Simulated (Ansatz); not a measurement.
Cu₃H. Total charge 0; singlet. Geometry PBE-D4/def2-TZVP; atoms count from 1.

Cartesian coordinates in Å:
```
Cu 0.607 0.371 0.023
Cu -0.854 -1.524 -0.134
Cu -1.861 0.524 0.097
H 2.108 0.630 0.014
```

The structure comes from a short search, and lower isomers may exist.

Question: Estimate the Mulliken populations from the PBE0/def2-TZVP orbitals of Ansatz.

Answer: 
| atom | charge (e) | d electrons |
| --- | --- | --- |
| Cu1 | -0.27 | 9.84 |
| Cu2 | 0.16 | 9.94 |
| Cu3 | 0.07 | 9.93 |
| H4 | 0.04 | – |
Mulliken values and Mayer orders depend strongly on the basis.

Question: And the Mayer bond orders between bonded heavy atoms (over 0.3)?

Answer: Cu1–Cu2 0.37 (2.40 Å); Cu2–Cu3 0.79 (2.29 Å).
